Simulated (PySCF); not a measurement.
C6H5, SMILES [c]1ccccc1 (connectivity only; charge and spin as stated), charge +1, multiplicity 1.

Geometry: B3LYP-D3(BJ)/def2-SVP. The multiplicity is an assumed one; no other spin state was optimised. The isomer is the one that the SMILES or the coordinates give; other isomers of the formula were not compared.

These are PySCF with PBE/def2-TZVP values and carry that method's errors.

Symmetry labels are those of the subgroup C2v that the program uses (full group C2v).

Task: List the valence orbital energies around the gap with their symmetry. (The exact figures need the calculation; the answer reports its results.)

Result: 
```
orbital  symmetry  energy (eV)
-------  --------  -----------
HOMO−7         B2       -17.96
HOMO−6         A1       -16.99
HOMO−5         B2       -16.72
HOMO−4         B1       -15.74
HOMO−3         A1       -15.18
HOMO−2         B2       -14.79
HOMO−1         A2       -12.59
HOMO           B1       -12.57
LUMO           A1       -10.43
LUMO+1         A2        -7.57
LUMO+2         B1        -6.92
LUMO+3         A1        -3.94
```
